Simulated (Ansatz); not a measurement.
`NB(F)[SiH3]` + `[OH][In]([OH])[SH]` → `[OH][In]([SH])[O][SiH3]` + `NBF`  (cleavage of the Si–B bond)

Isolated molecules relaxed with PBE0-D4/def2-TZVP in Ansatz; ΔE leaves out vibrations. CCSD(T)/CBS is the MP2 limit (def2-TZVPP, def2-QZVPP) plus CCSD(T) − MP2 in def2-TZVPP, frozen cores. This one scheme is used for every species. Functionals use def2-TZVPP. B3LYP here is the variant with VWN-RPA as its local correlation; programs differ in this. HSE06 is defined as in plane-wave codes. Elements past krypton have def2 core potentials. For In outer-core shells are correlated without core-valence functions, which leaves a few kJ/mol of doubt a bond. Each species was taken in one conformer, which may not be the lowest.

| level | ΔE (kcal/mol) | difference from CCSD(T)/CBS |
| --- | --- | --- |
| B97M-V | -29.6 | 1.2 |
| B3LYP-D4 | -29.8 | 1.0 |
| r2SCAN0-D4 | -30.0 | 0.8 |
| ωB97X-V | -29.3 | 1.5 |
| PBE-QIDH | -30.0 | 0.8 |
| HSE06 | -26.3 | 4.5 |
| RPA@PBE/def2-TZVPP | -30.1 | 0.7 |
| CCSD(T)/def2-SVP | -29.9 | 0.9 |
| MP2/def2-TZVPP | -32.4 | -1.6 |
| HF/CBS(def2) | -36.9 | -6.1 |
| CCSD(T)/CBS | -30.8 | 0 |

Largest T1 diagnostic among the species: 0.016.

From r2SCAN to r2SCAN0 (25 % exact exchange), in def2-TZVPP and without D4, ΔE moves by −1.3 kcal/mol. At CCSD(T), def2-SVP lies +0.9 kcal/mol from the extrapolated value and def2-TZVPP +0.3 kcal/mol. In def2-TZVPP, CCSD(T) changes the Hartree–Fock value by +5.7 kcal/mol (the triples alone add +0.7 kcal/mol) and MP2 by +3.8 kcal/mol.
